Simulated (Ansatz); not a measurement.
Basis-set series for C2H7AlBFSi. Total charge 0; spin multiplicity 1. The bonds changed during the relaxation, so this is another structure than the one it started from. The geometry is a stationary point of PBE0-D4/def2-TZVP. It is one conformer, not always the lowest.

```xyz
13

C    -0.0623   -0.7433    1.3695
C    -0.8177   -1.0008    0.1215
Si   -1.6465    0.4664   -0.3900
F    -2.7317    1.2129    0.5024
B     0.3460    0.2313    0.1609
Al    2.1095    0.4428   -0.9131
H     0.6735   -1.4942    1.6394
H    -0.5930   -0.3474    2.2285
H    -0.6466   -1.8769   -0.4897
H    -1.9250    0.7843   -1.7976
H    -0.3427    1.3423    0.2647
H     2.5563    1.7981   -1.6277
H     3.0802   -0.8156   -1.0690
```

| functional | basis | functions | energy (Eh) | HOMO (eV) | LUMO (eV) |
| --- | --- | --- | --- | --- | --- |
| PBE0-D4 | def2-SVP | 127 | -736.25006 | -7.11 | -1.34 |
| PBE0-D4 | def2-QZVPP | 578 | -736.70741 | -7.14 | -1.44 |
| ωB97M-V | def2-SVP | 127 | -736.57563 | -9.14 | 0.32 |
| ωB97M-V | def2-QZVPP | 578 | -737.03974 | -9.20 | -0.01 |

Question: Give the rows for def2-TZVPP. (Best estimate.)

Answer: Computed: 
| functional | basis | functions | energy (Eh) | HOMO (eV) | LUMO (eV) |
| --- | --- | --- | --- | --- | --- |
| PBE0-D4 | def2-TZVPP | 306 | -736.67855 | -7.13 | -1.40 |
| ωB97M-V | def2-TZVPP | 306 | -737.01260 | -9.19 | 0.18 |

Positive LUMOs are unbound and depend on the basis.
